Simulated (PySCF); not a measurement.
PySCF job for B(F)2(GeH3) (BF₂GeH₃), SMILES F[B](F)[GeH3], TDDFT-CAM-B3LYP/def2-SVPD. The structure is a stationary point at B3LYP-D3(BJ)/def2-SVP.

```python
import numpy as np
from pyscf import gto, scf, dft, tdscf

mol = gto.M(
    atom='''
    B    -0.76342190    0.41477503   -0.62503929
    F    -1.86092938   -0.25451730   -0.92757459
    F    -0.66120988    1.63723164   -1.11491072
    Ge    0.72504486   -0.39786826    0.58655527
    H     0.53330635    0.09771651    2.03608101
    H     0.66116101   -1.93706192    0.58966358
    H     2.12045998    0.05282557    0.11205089
    ''',
    basis='def2-SVPD',
    charge=0,
    spin=0,
    max_memory=1600,
    verbose=4,
)
mf = dft.RKS(mol, xc='cam-b3lyp').density_fit(auxbasis='def2-universal-jkfit')
mf.grids.level = 3
mf.conv_tol = 1e-9
mf.max_cycle = 100
mf.kernel()
mf.grids = dft.Grids(mol).set(level=1).build(with_non0tab=True)  # coarser grid for the response kernel
td = tdscf.TDDFT(mf)
td.singlet = True
td.nstates = 10
td.conv_tol = 1e-4
td.kernel(x0=td.get_init_guess(mf, 15))
td.analyze()
tt = tdscf.TDA(mf)
tt.singlet = False
tt.nstates = 4
tt.conv_tol = 1e-4
tt.kernel(x0=tt.get_init_guess(mf, 9))
tt.analyze(verbose=3)
```

Output:

```
PySCF version 2.14.0

[INPUT] verbose = 4
[INPUT] num. atoms = 7
[INPUT] num. electrons = 58
[INPUT] charge = 0
[INPUT] spin (= nelec alpha-beta = 2S) = 0
[INPUT] symmetry False subgroup None
[INPUT] Mole.unit = angstrom
[INPUT] Symbol           X                Y                Z      unit          X                Y                Z       unit  Magmom
[INPUT]  1 B     -0.763421900000   0.414775030000  -0.625039290000 AA   -1.442658308495   0.783811210008  -1.181153075193 Bohr   0.0
[INPUT]  2 F     -1.860929380000  -0.254517300000  -0.927574590000 AA   -3.516646865357  -0.480967990964  -1.752861935206 Bohr   0.0
[INPUT]  3 F     -0.661209880000   1.637231640000  -1.114910720000 AA   -1.249505584057   3.093919402073  -2.106875914142 Bohr   0.0
[INPUT]  4 Ge     0.725044860000  -0.397868260000   0.586555270000 AA    1.370136213424  -0.751862045057   1.108428817220 Bohr   0.0
[INPUT]  5 H      0.533306350000   0.097716510000   2.036081010000 AA    1.007802941991   0.184657441748   3.847635476328 Bohr   0.0
[INPUT]  6 H      0.661161010000  -1.937061920000   0.589663580000 AA    1.249413233141  -3.660516515124   1.114302671831 Bohr   0.0
[INPUT]  7 H      2.120459980000   0.052825570000   0.112050890000 AA    4.007088620301   0.099825859674   0.211745494114 Bohr   0.0

nuclear repulsion = 241.322742560528
number of shells = 52
number of NR pGTOs = 206
number of NR cGTOs = 128
basis = def2-SVPD
ecp = {}


[settings echo left out]
init E= -2302.62378779729
  HOMO = -0.338336417345911  LUMO = -0.0366189931767429  gap/eV = 8.21015
cycle= 1 E= -2303.00587650125  delta_E= -0.382  |g|= 0.696  |ddm|= 2.97
  HOMO = -0.392754805977194  LUMO = -0.0217981964242657  gap/eV = 10.09424
cycle= 2 E= -2302.97768381353  delta_E= 0.0282  |g|= 0.866  |ddm|= 1.12
  HOMO = -0.390063356653117  LUMO = -0.00626470977145699  gap/eV = 10.44369
cycle= 3 E= -2303.08541976648  delta_E= -0.108  |g|= 0.0521  |ddm|= 0.588
  HOMO = -0.383346585413519  LUMO = 0.000597911524341299  gap/eV = 10.44766
cycle= 4 E= -2303.08578620989  delta_E= -0.000366  |g|= 0.0243  |ddm|= 0.076
  HOMO = -0.383957574560996  LUMO = 0.000766549247063431  gap/eV = 10.46888
cycle= 5 E= -2303.08586137238  delta_E= -7.52e-05  |g|= 0.00427  |ddm|= 0.0226
  HOMO = -0.3846706124197  LUMO = 6.52487368597576e-05  gap/eV = 10.46920
cycle= 6 E= -2303.08586475256  delta_E= -3.38e-06  |g|= 0.00055  |ddm|= 0.00708
  HOMO = -0.384590371495187  LUMO = 0.000161484407172452  gap/eV = 10.46963
cycle= 7 E= -2303.08586487793  delta_E= -1.25e-07  |g|= 0.000148  |ddm|= 0.00166
  HOMO = -0.384611616583206  LUMO = 0.000134819797002361  gap/eV = 10.46948
cycle= 8 E= -2303.08586488701  delta_E= -9.09e-09  |g|= 1.67e-05  |ddm|= 0.000476
  HOMO = -0.384610475072513  LUMO = 0.000137903089642677  gap/eV = 10.46954
cycle= 9 E= -2303.08586488715  delta_E= -1.38e-10  |g|= 8.73e-06  |ddm|= 7.88e-05
  HOMO = -0.384610243458915  LUMO = 0.000138105053402171  gap/eV = 10.46954
Extra cycle  E= -2303.08586488714  delta_E= 8.19e-12  |g|= 1.15e-05  |ddm|= 1.59e-05
converged SCF energy = -2303.08586488714
tot grids = 30616


******** <class 'pyscf.tdscf.rks.TDDFT'> for <class 'pyscf.df.df_jk.DFRKS'> ********
nstates = 10 singlet
deg_eia_thresh = 1.000e-03
wfnsym = None
conv_tol = 0.0001
eigh lindep = 1e-12
eigh level_shift = 0
eigh max_cycle = 100


Excitation energies (eV)
[6.67498374 7.82535266 8.04271862 8.18883393 8.65399925 8.86518197
 8.89287185 9.34572115 9.38205352 9.4844895 ]

** Singlet excitation energies and oscillator strengths **
Excited State   1:      6.67498 eV    185.74 nm  f=0.0370
      29 -> 30       -0.69170
Excited State   2:      7.82535 eV    158.44 nm  f=0.0056
      28 -> 30        0.69362
Excited State   3:      8.04272 eV    154.16 nm  f=0.0406
      27 -> 30        0.32277
      29 -> 31        0.61575
Excited State   4:      8.18883 eV    151.41 nm  f=0.1569
      27 -> 30       -0.59052
      29 -> 31        0.32458
      29 -> 34        0.10169
Excited State   5:      8.65400 eV    143.27 nm  f=0.0009
      28 -> 31       -0.13898
      28 -> 34       -0.12421
      29 -> 33        0.65501
Excited State   6:      8.86518 eV    139.86 nm  f=0.1664
      27 -> 33       -0.12001
      28 -> 31       -0.65782
      28 -> 32        0.13767
      29 -> 33       -0.11068
Excited State   7:      8.89287 eV    139.42 nm  f=0.2155
      27 -> 31       -0.66820
      27 -> 32        0.15115
Excited State   8:      9.34572 eV    132.66 nm  f=0.0324
      27 -> 33       -0.55074
      28 -> 32       -0.23008
      28 -> 34       -0.27953
      28 -> 35        0.16245
Excited State   9:      9.38205 eV    132.15 nm  f=0.0078
      27 -> 34        0.11874
      29 -> 34        0.23515
      29 -> 35       -0.61865
Excited State  10:      9.48449 eV    130.72 nm  f=0.0275
      27 -> 32        0.27462
      27 -> 34        0.30942
      28 -> 32       -0.16937
      28 -> 33        0.31041
      28 -> 34       -0.13224
      29 -> 32        0.38283
      29 -> 34        0.11959
      29 -> 35        0.10122

** Transition electric dipole moments (AU) **
state          X           Y           Z        Dip. S.      Osc.
  1         0.2027     -0.1685     -0.3962      0.2264      0.0370
  2         0.1144      0.1013     -0.0758      0.0291      0.0056
  3        -0.3534      0.2173     -0.1836      0.2058      0.0406
  4        -0.5359      0.1824     -0.6793      0.7819      0.1569
  5         0.0380      0.0523      0.0117      0.0043      0.0009
  6        -0.4559     -0.7470      0.0103      0.7661      0.1664
  7        -0.4581      0.3186      0.8233      0.9892      0.2155
  8         0.2537      0.2488     -0.1235      0.1415      0.0324
  9         0.1427     -0.0962      0.0642      0.0337      0.0078
 10         0.1425      0.0402      0.3102      0.1182      0.0275

** Transition velocity dipole moments (imaginary part, AU) **
state          X           Y           Z        Dip. S.      Osc.
  1         0.0510     -0.0424     -0.1002      0.0144      0.0393
  2         0.0320      0.0283     -0.0215      0.0023      0.0053
  3        -0.1078      0.0656     -0.0573      0.0192      0.0433
  4        -0.1629      0.0566     -0.2046      0.0716      0.1586
  5         0.0120      0.0163      0.0036      0.0004      0.0009
  6        -0.1516     -0.2488      0.0037      0.0849      0.1738
  7        -0.1533      0.1065      0.2745      0.1102      0.2248
  8         0.0872      0.0854     -0.0425      0.0167      0.0324
  9         0.0493     -0.0334      0.0215      0.0040      0.0077
 10         0.0511      0.0137      0.1104      0.0150      0.0287

** Transition magnetic dipole moments (imaginary part, AU) **
state          X           Y           Z
  1        -0.2376     -0.3764      0.0387
  2        -0.3738      0.2140     -0.3190
  3        -0.0006     -0.0361      0.0080
  4         0.0349      0.0650     -0.0201
  5        -0.4384      0.3242      0.5594
  6        -0.2010      0.1419      0.6011
  7         0.4892      0.7738     -0.0247
  8         0.5733     -0.2252      0.8949
  9        -0.5648     -0.8065      0.0361
 10        -0.2744     -0.1717      0.1747


******** <class 'pyscf.tdscf.rks.TDA'> for <class 'pyscf.df.df_jk.DFRKS'> ********
nstates = 4 triplet
deg_eia_thresh = 1.000e-03
wfnsym = None
conv_tol = 0.0001
eigh lindep = 1e-12
eigh level_shift = 0
eigh max_cycle = 100


Excitation energies (eV)
[5.43847922 7.21671182 7.44503288 7.7403344 ]

** Triplet excitation energies and oscillator strengths **
Excited State   1:      5.43848 eV    227.98 nm  f=0.0000
Excited State   2:      7.21671 eV    171.80 nm  f=0.0000
Excited State   3:      7.44503 eV    166.53 nm  f=0.0000
Excited State   4:      7.74033 eV    160.18 nm  f=0.0000
```

The calculation finished and met its thresholds.

Cost: roughly 2.1 core-minutes.
